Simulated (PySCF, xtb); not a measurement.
isocyanic acid anion (CHNO), SMILES C(=O)=N (connectivity only; charge and spin as stated), charge -1, multiplicity 2.

Harmonic wavenumbers (cm⁻¹) from GFN2-xTB (xtb) at its own minimum, in rising order: 521, 645, 1197, 1374, 1734, 3051.

Q: What does PBE-D3(BJ)/def2-TZVPD run with PySCF give at its own minimum? (Estimate from the structure and the level; the computed values follow.)

A: 567, 648, 1104, 1136, 1726, 3433. Paired by order, the mean absolute difference is 128 cm⁻¹ and the zero-point energies are 12.2 and 12.3 kcal/mol.
